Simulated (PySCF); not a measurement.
BH2O2, charge +1, multiplicity 1. Atoms are numbered in the order given.

```xyz
5

O      0.0750     1.2523    -0.0546
B      0.0000     0.0000     0.0224
O     -0.0750    -1.2523    -0.0546
H     -0.3773     1.9915     0.3811
H      0.3773    -1.9915     0.3811
```
Charge +1, spin multiplicity 1.

Coordinates come from a B3LYP-D3(BJ)/def2-TZVP optimisation. The multiplicity is an assumed one; other spin states were not compared. The isomer is the one that the SMILES or the coordinates give; other isomers of the formula were not compared. The values are those of a single conformer.

Level of theory: TDDFT-PBE0/def2-SVPD (PySCF).

Vertical excitations. Gas-phase values at a fixed geometry. State labels are in the subgroup C2.

```
state  symmetry  energy (eV)  λ (nm)      f                                                                 main pairs
-----  --------  -----------  ------  -----  -------------------------------------------------------------------------
S1            A         9.84     126  0.000                     HOMO−1→LUMO+2 36 %, HOMO→LUMO+1 34 %, HOMO−1→LUMO 29 %
S2            B        10.00     124  0.004                       HOMO→LUMO 46 %, HOMO−1→LUMO+1 37 %, HOMO→LUMO+2 16 %
S3            A        10.02     124  0.000                                         HOMO→LUMO+1 59 %, HOMO−1→LUMO 35 %
S4            B        10.26     121  0.001                       HOMO→LUMO 47 %, HOMO→LUMO+2 39 %, HOMO−1→LUMO+1 13 %
S5            A        10.33     120  0.003                                       HOMO−1→LUMO+2 58 %, HOMO−1→LUMO 34 %
S6            B        11.42     109  0.019                   HOMO−2→LUMO+2 44 %, HOMO−2→LUMO 35 %, HOMO−3→LUMO+1 16 %
S7            B        11.61     107  0.046                                                         HOMO−3→LUMO+1 79 %
S8            A        11.66     106  0.024                   HOMO−2→LUMO+1 52 %, HOMO−3→LUMO+2 32 %, HOMO−3→LUMO 15 %
S9            B        11.82     105  0.131  HOMO−2→LUMO+2 43 %, HOMO−2→LUMO 27 %, HOMO−1→LUMO+3 13 %, HOMO→LUMO+2 7 %
S10           A        11.92     104  0.104                     HOMO−3→LUMO 65 %, HOMO−3→LUMO+2 21 %, HOMO→LUMO+3 12 %
T1            B         9.06     137      0                       HOMO→LUMO+2 43 %, HOMO−1→LUMO+1 38 %, HOMO→LUMO 17 %
T2            A         9.31     133      0                     HOMO→LUMO+1 46 %, HOMO−1→LUMO+2 33 %, HOMO−1→LUMO 15 %
T3            B         9.39     132      0                       HOMO−1→LUMO+1 59 %, HOMO→LUMO+2 20 %, HOMO→LUMO 19 %
T4            A         9.69     128      0                                         HOMO−1→LUMO 73 %, HOMO→LUMO+1 22 %
```
Triplets are in the Tamm–Dancoff approximation, which puts them higher than full response would, so one can lie above its singlet here.
